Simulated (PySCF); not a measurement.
Vanadium: a sound run and one with changed settings

Sound run: V⁺ [Ar] 3d4, V²⁺ [Ar] 3d3. Calculation: PySCF 2.14, in Sapporo-DKH3-DZP-2012 (6s5p3d1f, 43 functions); scalar relativity by spin-free X2C-1e. In the sound run the correlated levels freeze [Ar]. The sound run starts from symmetry-adapted Hartree-Fock orbitals and uses a fine grid where one is needed.

A second run was set up differently.

```
species  method  sound run (hartree)  changed run (hartree)  converged
     V⁺     MP2           -947.93147             -948.19631        yes
    V²⁺     MP2           -947.42157             -947.66126        yes
```

Ionisation energy of V⁺:

```csv
method,sound run (eV),changed run (eV)
UHF,13.207,13.207
MP2,13.875,14.559
SCS-MP2,13.429,14.043
```

What was changed?
A. minimal basis
B. too few SCF iterations
C. all electrons correlated in a valence basis
D. a valence shell is frozen

C. A valence basis has no tight correlating functions, so it recovers only part of the core correlation, and not evenly between atom and ion.
